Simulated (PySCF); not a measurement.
## C₆ coefficients of unlike pairs at PW91

Calculated with PySCF 2.14 from the dipole response of each species, C₆(A,B) = (3/π) ∫ α_A(iu) α_B(iu) du, in atomic units, from isotropic polarisabilities. For ions this is the dispersion term alone; charge-induced terms of lower order in 1/R come first.

```tsv
species	configuration	basis	relativity	α (bohr³)	C₆ (like pair)
Fe³⁺	[Ar] 3d5 (6S)	aug-cc-pVTZ with one added diffuse shell each of s, p, d, f, g type (9s8p6d4f3g)	none	1.922	4.703
Cl⁺	[Ne] 3s2 3p4 (3P)	aug-cc-pCVTZ-DK (8s7p5d3f)	spin-free X2C	8.773	41.66
Lu	[Xe] 4f14 5d1 6s2 (2D)	x2c-TZVPPall with one added diffuse shell each of s, p, d type (12s8p8d2f2g)	spin-free X2C	135.6	1415
As⁺	[Ar] 3d10 4s2 4p2 (3P)	aug-cc-pwCVDZ-PP with ECP10MDF (6s5p4d1f)	core potential	16.92	102.7
```

**Question.** Estimate C₆ for As⁺ with Cl⁺.

**Answer.** The integral gives 64.28. The combination rule 2 C_A C_B / (C_A α_B/α_A + C_B α_A/α_B) gives 64.05 and the geometric mean 65.41.

No spin-orbit coupling is included.

The other pairs:

```json
{"pair": "As⁺, Fe³⁺", "C₆": "18.44"}
{"pair": "As⁺, Lu", "C₆": "332.4"}
{"pair": "Lu, Fe³⁺", "C₆": "49.94"}
{"pair": "Cl⁺, Fe³⁺", "C₆": "12.68"}
{"pair": "Lu, Cl⁺", "C₆": "192.6"}
```
